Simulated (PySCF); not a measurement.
## How methods differ on the ionisation energy of Pb

Pb [Xe] 4f14 5d10 6s2 6p2 (3P) → Pb+ [Xe] 4f14 5d10 6s2 6p1 (2P), as a difference of total energies. All numbers are calculated (PySCF 2.14, a scalar-relativistic core potential, in aug-cc-pVQZ-PP with one added diffuse shell each of s, p, d, f, g type with ECP60MDF (8s8p6d4f3g, 117 functions)). Correlated levels: valence: 5s2 5p6 5d10 frozen. The calculations carry no spin-orbit coupling.

```csv
method,ionisation energy (eV),difference from reference (eV)
UHF,6.563,-0.854
LDA,7.160,-0.257
PBE,6.978,-0.439
PBE0,7.014,-0.403
r2SCAN,7.094,-0.323
B2PLYP,6.888,-0.529
BLYP,6.828,-0.589
TPSSh,6.938,-0.479
MP2 (valence),6.853,-0.564
SCS-MP2 (valence),6.788,-0.629
```

Reference: 7.417 eV (measured; NIST Atomic Spectra Database, ionization energies).

Spin-orbit coupling is strong in these open shells (close to jj coupling). The scalar numbers leave it out and a first-order estimate fails, so it can dominate the gap to the real levels.

Errors of the correlated levels include the incompleteness of this basis and the frozen core.
